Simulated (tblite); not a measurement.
Record of a relaxation.

C6H10ClFSi.
Numbering: `[CH2:1]=[CH:2][C@@:3]1([Cl:4])[SiH2:5][CH2:6][CH2:7][C@@H:8]1[F:9]` (hydrogens: H10, H11 on C1; H12 on C2; H13, H14 on Si5; H15, H16 on C6; H17, H18 on C7; H19 on C8)

Computed with GFN2-xTB (tblite), gas phase: L-BFGS steps from a force-field or distance-geometry start until the largest atomic force falls under 0.01 eV/Å. 9 of its 76 geometries are shown.

Step 0: E = -787.0243 eV, largest atomic force 1.457 eV/Å
```
atom  x, y, z in Å  |  force x, y, z in eV/Å
C1      2.614    0.639   -0.948   -0.868  -0.385   0.221
C2      2.058   -0.052    0.051    0.374   0.043  -0.281
C3      0.638   -0.537    0.162   -0.435   1.213   0.679
Cl4     0.646   -2.335    0.116   -0.054   0.048  -0.181
Si5    -0.234   -0.084    1.900    0.023  -0.108  -0.319
C6     -1.940    0.297    1.090    0.574  -0.056   0.152
C7     -1.835   -0.215   -0.356   -0.051  -0.006   0.472
C8     -0.401    0.051   -0.853   -0.027  -0.824   0.640
F9     -0.254   -0.522   -2.083    0.148   0.018  -0.461
H10     2.038    0.931   -1.825    0.261  -0.064   0.283
H11     3.653    0.917   -0.925   -0.064   0.030  -0.001
H12     2.716   -0.338    0.887   -0.551   0.010  -0.343
H13    -0.303   -1.224    2.852    0.164   0.368  -0.376
H14     0.346    1.155    2.483   -0.054  -0.362  -0.135
H15    -2.757   -0.173    1.639   -0.016   0.123  -0.232
H16    -2.091    1.383    1.112   -0.148  -0.260  -0.120
H17    -2.060   -1.287   -0.398    0.289   0.121   0.051
H18    -2.574    0.271   -0.995    0.152   0.120  -0.116
H19    -0.271    1.132   -0.975    0.282  -0.028   0.067
```

Step 9: E = -787.1983 eV, largest atomic force 0.137 eV/Å
```
atom  x, y, z in Å  |  force x, y, z in eV/Å
C1      2.559    0.629   -0.949    0.018   0.001   0.045
C2      2.017   -0.041    0.054   -0.035  -0.096  -0.022
C3      0.606   -0.483    0.198    0.015   0.029   0.057
Cl4     0.623   -2.294    0.104   -0.027  -0.083   0.015
Si5    -0.236   -0.070    1.885    0.039   0.024   0.129
C6     -1.925    0.295    1.095    0.013   0.020   0.036
C7     -1.814   -0.223   -0.338    0.006   0.059  -0.034
C8     -0.390    0.036   -0.828   -0.009   0.073  -0.047
F9     -0.210   -0.525   -2.076    0.025   0.074   0.037
H10     2.016    0.939   -1.826   -0.054  -0.009   0.060
H11     3.606    0.889   -0.924   -0.044  -0.004  -0.045
H12     2.634   -0.364    0.882    0.055   0.038   0.012
H13    -0.244   -1.208    2.797    0.069  -0.004  -0.045
H14     0.372    1.126    2.478    0.013  -0.021  -0.017
H15    -2.763   -0.168    1.611    0.007   0.022  -0.037
H16    -2.110    1.370    1.087   -0.039  -0.002  -0.019
H17    -2.007   -1.296   -0.371    0.043   0.042  -0.034
H18    -2.522    0.281   -0.995   -0.062  -0.077  -0.073
H19    -0.221    1.118   -0.949   -0.032  -0.086  -0.017
```

Step 19: E = -787.2115 eV, largest atomic force 0.044 eV/Å
```
atom  x, y, z in Å  |  force x, y, z in eV/Å
C1      2.537    0.619   -0.940    0.007   0.031   0.001
C2      2.016   -0.059    0.067    0.000  -0.029  -0.022
C3      0.602   -0.483    0.210   -0.010  -0.019  -0.008
Cl4     0.587   -2.300    0.118   -0.004   0.003   0.002
Si5    -0.237   -0.060    1.892   -0.002   0.013   0.026
C6     -1.925    0.306    1.086    0.007  -0.021   0.011
C7     -1.806   -0.219   -0.347    0.014   0.006   0.006
C8     -0.381    0.049   -0.826   -0.003   0.001   0.009
F9     -0.186   -0.499   -2.076    0.008   0.034   0.007
H10     1.965    0.933   -1.795   -0.012  -0.013   0.000
H11     3.580    0.883   -0.944    0.018   0.013  -0.020
H12     2.648   -0.373    0.889   -0.017  -0.026  -0.010
H13    -0.192   -1.216    2.779   -0.016   0.012   0.012
H14     0.389    1.127    2.481   -0.020   0.017  -0.002
H15    -2.765   -0.163    1.593   -0.011  -0.005   0.002
H16    -2.125    1.379    1.077    0.021  -0.025  -0.030
H17    -1.974   -1.297   -0.374    0.009   0.018   0.010
H18    -2.528    0.252   -1.016    0.024  -0.005  -0.005
H19    -0.214    1.130   -0.939   -0.011  -0.008   0.012
```

Step 28: E = -787.2146 eV, largest atomic force 0.043 eV/Å
```
atom  x, y, z in Å  |  force x, y, z in eV/Å
C1      2.531    0.616   -0.941   -0.004   0.025  -0.005
C2      2.022   -0.075    0.064    0.001  -0.018  -0.015
C3      0.605   -0.488    0.213   -0.015  -0.008   0.001
Cl4     0.566   -2.304    0.125    0.008   0.009  -0.001
Si5    -0.234   -0.055    1.895   -0.038   0.014   0.014
C6     -1.923    0.299    1.082   -0.001   0.001  -0.001
C7     -1.798   -0.227   -0.348    0.008   0.007   0.002
C8     -0.376    0.057   -0.818   -0.003  -0.004  -0.007
F9     -0.173   -0.464   -2.078    0.016  -0.004  -0.003
H10     1.942    0.933   -1.784   -0.014   0.015  -0.012
H11     3.571    0.892   -0.964    0.022  -0.028   0.018
H12     2.654   -0.406    0.878    0.019   0.001  -0.011
H13    -0.192   -1.204    2.793    0.000   0.021  -0.002
H14     0.371    1.147    2.479   -0.008  -0.016  -0.017
H15    -2.768   -0.163    1.587    0.010  -0.002   0.006
H16    -2.116    1.373    1.061   -0.003  -0.005   0.006
H17    -1.958   -1.306   -0.374    0.001   0.017  -0.008
H18    -2.516    0.242   -1.023   -0.004  -0.020   0.011
H19    -0.218    1.141   -0.911    0.004  -0.005   0.026
```

Step 38: E = -787.2161 eV, largest atomic force 0.026 eV/Å
```
atom  x, y, z in Å  |  force x, y, z in eV/Å
C1      2.527    0.619   -0.943    0.000  -0.007   0.002
C2      2.022   -0.084    0.056    0.011  -0.010  -0.003
C3      0.605   -0.491    0.216    0.001  -0.005   0.012
Cl4     0.562   -2.308    0.130    0.001   0.022   0.001
Si5    -0.237   -0.050    1.895   -0.025   0.005  -0.005
C6     -1.926    0.296    1.080   -0.004   0.000  -0.011
C7     -1.797   -0.231   -0.350    0.007   0.000   0.007
C8     -0.373    0.060   -0.812    0.009  -0.009   0.004
F9     -0.158   -0.443   -2.076   -0.013  -0.008  -0.017
H10     1.935    0.953   -1.778    0.007   0.016   0.004
H11     3.571    0.876   -0.969    0.006   0.002  -0.008
H12     2.667   -0.428    0.855   -0.008  -0.014   0.007
H13    -0.196   -1.188    2.805    0.005  -0.006   0.004
H14     0.361    1.158    2.467    0.013   0.013  -0.001
H15    -2.770   -0.166    1.586    0.008  -0.003  -0.005
H16    -2.121    1.369    1.056   -0.009  -0.007   0.008
H17    -1.950   -1.311   -0.376   -0.004   0.009  -0.004
H18    -2.517    0.232   -1.027    0.008  -0.008   0.010
H19    -0.215    1.145   -0.885   -0.013   0.010  -0.004
```

Step 47: E = -787.2171 eV, largest atomic force 0.029 eV/Å
```
atom  x, y, z in Å  |  force x, y, z in eV/Å
C1      2.532    0.620   -0.940   -0.004  -0.008   0.002
C2      2.027   -0.093    0.052   -0.002   0.002   0.003
C3      0.606   -0.487    0.218   -0.010  -0.013   0.008
Cl4     0.557   -2.303    0.139   -0.010   0.000   0.000
Si5    -0.238   -0.039    1.895   -0.017   0.004  -0.012
C6     -1.931    0.293    1.080    0.006  -0.015  -0.013
C7     -1.795   -0.234   -0.349   -0.006   0.001  -0.001
C8     -0.373    0.063   -0.809    0.000  -0.001   0.002
F9     -0.158   -0.433   -2.076    0.005  -0.006  -0.010
H10     1.936    0.984   -1.759    0.001   0.004   0.001
H11     3.581    0.857   -0.977    0.005   0.007   0.012
H12     2.672   -0.464    0.839    0.002  -0.004  -0.007
H13    -0.193   -1.171    2.813    0.006   0.004  -0.003
H14     0.365    1.174    2.452    0.000   0.014   0.005
H15    -2.771   -0.182    1.582    0.018   0.008   0.010
H16    -2.141    1.364    1.058    0.003  -0.029   0.004
H17    -1.945   -1.314   -0.377    0.000   0.007   0.010
H18    -2.515    0.224   -1.029   -0.007   0.006   0.006
H19    -0.223    1.150   -0.877    0.009   0.018  -0.016
```

Step 56: E = -787.2180 eV, largest atomic force 0.022 eV/Å
```
atom  x, y, z in Å  |  force x, y, z in eV/Å
C1      2.537    0.622   -0.931    0.002   0.005   0.002
C2      2.028   -0.108    0.046   -0.002   0.009  -0.003
C3      0.603   -0.483    0.215   -0.004  -0.018   0.006
Cl4     0.537   -2.298    0.147   -0.011  -0.012   0.004
Si5    -0.234   -0.022    1.892   -0.009  -0.008  -0.015
C6     -1.933    0.285    1.081    0.006   0.002  -0.011
C7     -1.796   -0.235   -0.351   -0.004   0.000   0.006
C8     -0.374    0.068   -0.814   -0.001  -0.009   0.013
F9     -0.155   -0.432   -2.079   -0.010  -0.009  -0.002
H10     1.941    1.017   -1.735   -0.003   0.004  -0.003
H11     3.589    0.845   -0.968    0.015   0.009   0.002
H12     2.674   -0.508    0.817   -0.007   0.002  -0.002
H13    -0.182   -1.147    2.817    0.016   0.002   0.009
H14     0.361    1.200    2.439    0.000   0.005  -0.004
H15    -2.760   -0.206    1.590    0.010   0.010  -0.017
H16    -2.161    1.351    1.063   -0.004  -0.006   0.009
H17    -1.940   -1.316   -0.382   -0.002   0.003  -0.004
H18    -2.521    0.222   -1.026    0.008   0.005   0.001
H19    -0.225    1.154   -0.887    0.001   0.008   0.008
```

Step 66: E = -787.2188 eV, largest atomic force 0.020 eV/Å
```
atom  x, y, z in Å  |  force x, y, z in eV/Å
C1      2.540    0.629   -0.920   -0.002   0.002   0.000
C2      2.027   -0.124    0.038   -0.002   0.008   0.005
C3      0.601   -0.489    0.210    0.000  -0.002   0.011
Cl4     0.511   -2.303    0.159    0.009  -0.006  -0.001
Si5    -0.229   -0.012    1.887   -0.004  -0.003  -0.006
C6     -1.933    0.277    1.081    0.000  -0.001  -0.006
C7     -1.798   -0.233   -0.354    0.003  -0.005   0.003
C8     -0.376    0.065   -0.817    0.005  -0.003   0.011
F9     -0.161   -0.437   -2.082    0.002   0.012   0.000
H10     1.949    1.050   -1.714   -0.017  -0.002  -0.003
H11     3.594    0.845   -0.952    0.006   0.001   0.007
H12     2.674   -0.544    0.798   -0.003  -0.008   0.001
H13    -0.150   -1.120    2.829    0.002  -0.001   0.001
H14     0.355    1.224    2.415    0.007   0.007  -0.009
H15    -2.752   -0.228    1.589    0.002   0.006  -0.001
H16    -2.176    1.340    1.072    0.000  -0.001   0.004
H17    -1.944   -1.313   -0.390   -0.016  -0.001  -0.012
H18    -2.520    0.230   -1.028    0.003  -0.002   0.011
H19    -0.223    1.151   -0.887    0.004   0.001  -0.016
```

Step 75: E = -787.2192 eV, largest atomic force 0.009 eV/Å
```
atom  x, y, z in Å  |  force x, y, z in eV/Å
C1      2.539    0.632   -0.912    0.000  -0.003  -0.002
C2      2.027   -0.130    0.038   -0.001  -0.001   0.002
C3      0.600   -0.493    0.209   -0.002  -0.001   0.004
Cl4     0.508   -2.307    0.163   -0.002  -0.005  -0.004
Si5    -0.226   -0.008    1.884   -0.002  -0.001  -0.006
C6     -1.933    0.273    1.082   -0.003   0.000  -0.004
C7     -1.799   -0.233   -0.356    0.000   0.001  -0.001
C8     -0.376    0.062   -0.818    0.001  -0.002   0.005
F9     -0.161   -0.437   -2.084   -0.001  -0.001   0.003
H10     1.946    1.062   -1.701   -0.007   0.006  -0.002
H11     3.593    0.847   -0.943    0.004   0.003  -0.001
H12     2.674   -0.562    0.791    0.001   0.000   0.007
H13    -0.135   -1.108    2.835   -0.004   0.002   0.000
H14     0.357    1.237    2.394    0.003   0.001  -0.001
H15    -2.751   -0.235    1.589    0.004  -0.006   0.003
H16    -2.181    1.335    1.076    0.004   0.003  -0.001
H17    -1.953   -1.312   -0.399    0.002   0.003   0.001
H18    -2.519    0.238   -1.027    0.001   0.002   0.001
H19    -0.221    1.148   -0.889    0.000  -0.002  -0.001
```

Question: Summarise the path.

Answer: The energy falls by 4.49 kcal/mol from step 0 to step 75; nine tenths of that is first reached at step 10. It falls at every step. The largest force goes from 1.457 to 0.009 eV/Å. Among the bonds C3–Si5 changes most, from 1.996 to 1.930 Å; the atoms move by 0.122 Å rms after alignment.

Question: Follow the three bonds and two angles with the largest change from start to end.

Answer: 
```json
{"step": "0", "E above end (kcal/mol)": "4.49", "largest force (eV/Å)": "1.457", "C3–Si5 (Å)": "1.996", "C3–C8 (Å)": "1.567", "Si5–H13 (Å)": "1.487", "C6–Si5–H13 (°)": "112.3", "C3–Si5–H13 (°)": "113.8"}
{"step": "3", "E above end (kcal/mol)": "1.53", "largest force (eV/Å)": "0.409", "C3–Si5 (Å)": "1.936", "C3–C8 (Å)": "1.539", "Si5–H13 (Å)": "1.462", "C6–Si5–H13 (°)": "112.5", "C3–Si5–H13 (°)": "115.2"}
{"step": "7", "E above end (kcal/mol)": "0.67", "largest force (eV/Å)": "0.238", "C3–Si5 (Å)": "1.932", "C3–C8 (Å)": "1.523", "Si5–H13 (Å)": "1.455", "C6–Si5–H13 (°)": "113.3", "C3–Si5–H13 (°)": "113.5"}
{"step": "10", "E above end (kcal/mol)": "0.42", "largest force (eV/Å)": "0.113", "C3–Si5 (Å)": "1.931", "C3–C8 (Å)": "1.522", "Si5–H13 (Å)": "1.459", "C6–Si5–H13 (°)": "114.2", "C3–Si5–H13 (°)": "112.0"}
{"step": "13", "E above end (kcal/mol)": "0.28", "largest force (eV/Å)": "0.111", "C3–Si5 (Å)": "1.933", "C3–C8 (Å)": "1.523", "Si5–H13 (Å)": "1.457", "C6–Si5–H13 (°)": "114.9", "C3–Si5–H13 (°)": "110.6"}
{"step": "16", "E above end (kcal/mol)": "0.22", "largest force (eV/Å)": "0.090", "C3–Si5 (Å)": "1.928", "C3–C8 (Å)": "1.522", "Si5–H13 (Å)": "1.459", "C6–Si5–H13 (°)": "115.5", "C3–Si5–H13 (°)": "110.2"}
{"step": "20", "E above end (kcal/mol)": "0.17", "largest force (eV/Å)": "0.044", "C3–Si5 (Å)": "1.928", "C3–C8 (Å)": "1.524", "Si5–H13 (Å)": "1.457", "C6–Si5–H13 (°)": "116.0", "C3–Si5–H13 (°)": "110.1"}
{"step": "23", "E above end (kcal/mol)": "0.14", "largest force (eV/Å)": "0.046", "C3–Si5 (Å)": "1.930", "C3–C8 (Å)": "1.523", "Si5–H13 (Å)": "1.456", "C6–Si5–H13 (°)": "116.0", "C3–Si5–H13 (°)": "110.1"}
{"step": "26", "E above end (kcal/mol)": "0.12", "largest force (eV/Å)": "0.055", "C3–Si5 (Å)": "1.928", "C3–C8 (Å)": "1.523", "Si5–H13 (Å)": "1.459", "C6–Si5–H13 (°)": "115.8", "C3–Si5–H13 (°)": "110.3"}
{"step": "29", "E above end (kcal/mol)": "0.10", "largest force (eV/Å)": "0.041", "C3–Si5 (Å)": "1.930", "C3–C8 (Å)": "1.523", "Si5–H13 (Å)": "1.458", "C6–Si5–H13 (°)": "115.7", "C3–Si5–H13 (°)": "110.4"}
{"step": "33", "E above end (kcal/mol)": "0.08", "largest force (eV/Å)": "0.027", "C3–Si5 (Å)": "1.930", "C3–C8 (Å)": "1.523", "Si5–H13 (Å)": "1.458", "C6–Si5–H13 (°)": "115.9", "C3–Si5–H13 (°)": "110.4"}
{"step": "36", "E above end (kcal/mol)": "0.08", "largest force (eV/Å)": "0.024", "C3–Si5 (Å)": "1.929", "C3–C8 (Å)": "1.523", "Si5–H13 (Å)": "1.458", "C6–Si5–H13 (°)": "115.8", "C3–Si5–H13 (°)": "110.6"}
{"step": "39", "E above end (kcal/mol)": "0.07", "largest force (eV/Å)": "0.025", "C3–Si5 (Å)": "1.930", "C3–C8 (Å)": "1.523", "Si5–H13 (Å)": "1.457", "C6–Si5–H13 (°)": "115.7", "C3–Si5–H13 (°)": "110.7"}
{"step": "42", "E above end (kcal/mol)": "0.06", "largest force (eV/Å)": "0.025", "C3–Si5 (Å)": "1.930", "C3–C8 (Å)": "1.523", "Si5–H13 (Å)": "1.458", "C6–Si5–H13 (°)": "115.8", "C3–Si5–H13 (°)": "110.6"}
{"step": "46", "E above end (kcal/mol)": "0.05", "largest force (eV/Å)": "0.027", "C3–Si5 (Å)": "1.930", "C3–C8 (Å)": "1.522", "Si5–H13 (Å)": "1.458", "C6–Si5–H13 (°)": "115.7", "C3–Si5–H13 (°)": "110.7"}
{"step": "49", "E above end (kcal/mol)": "0.04", "largest force (eV/Å)": "0.021", "C3–Si5 (Å)": "1.930", "C3–C8 (Å)": "1.522", "Si5–H13 (Å)": "1.457", "C6–Si5–H13 (°)": "115.5", "C3–Si5–H13 (°)": "110.6"}
{"step": "52", "E above end (kcal/mol)": "0.04", "largest force (eV/Å)": "0.027", "C3–Si5 (Å)": "1.929", "C3–C8 (Å)": "1.523", "Si5–H13 (Å)": "1.457", "C6–Si5–H13 (°)": "115.3", "C3–Si5–H13 (°)": "110.6"}
{"step": "55", "E above end (kcal/mol)": "0.03", "largest force (eV/Å)": "0.023", "C3–Si5 (Å)": "1.930", "C3–C8 (Å)": "1.523", "Si5–H13 (Å)": "1.457", "C6–Si5–H13 (°)": "115.2", "C3–Si5–H13 (°)": "110.6"}
{"step": "59", "E above end (kcal/mol)": "0.02", "largest force (eV/Å)": "0.026", "C3–Si5 (Å)": "1.930", "C3–C8 (Å)": "1.522", "Si5–H13 (Å)": "1.458", "C6–Si5–H13 (°)": "115.4", "C3–Si5–H13 (°)": "110.6"}
{"step": "62", "E above end (kcal/mol)": "0.01", "largest force (eV/Å)": "0.018", "C3–Si5 (Å)": "1.930", "C3–C8 (Å)": "1.522", "Si5–H13 (Å)": "1.458", "C6–Si5–H13 (°)": "115.6", "C3–Si5–H13 (°)": "110.6"}
{"step": "65", "E above end (kcal/mol)": "0.01", "largest force (eV/Å)": "0.019", "C3–Si5 (Å)": "1.930", "C3–C8 (Å)": "1.522", "Si5–H13 (Å)": "1.457", "C6–Si5–H13 (°)": "115.8", "C3–Si5–H13 (°)": "110.5"}
{"step": "68", "E above end (kcal/mol)": "0.01", "largest force (eV/Å)": "0.017", "C3–Si5 (Å)": "1.930", "C3–C8 (Å)": "1.522", "Si5–H13 (Å)": "1.457", "C6–Si5–H13 (°)": "116.1", "C3–Si5–H13 (°)": "110.4"}
{"step": "72", "E above end (kcal/mol)": "0.00", "largest force (eV/Å)": "0.012", "C3–Si5 (Å)": "1.930", "C3–C8 (Å)": "1.522", "Si5–H13 (Å)": "1.457", "C6–Si5–H13 (°)": "116.2", "C3–Si5–H13 (°)": "110.4"}
{"step": "75", "E above end (kcal/mol)": "0.00", "largest force (eV/Å)": "0.009", "C3–Si5 (Å)": "1.930", "C3–C8 (Å)": "1.522", "Si5–H13 (Å)": "1.457", "C6–Si5–H13 (°)": "116.2", "C3–Si5–H13 (°)": "110.5"}
```

The cost below is that of the whole relaxation. On Intel Xeon at 2.50 GHz, one thread, shared host with 64 logical CPUs at a one-minute load of 61, this took 2.3 s of wall time.
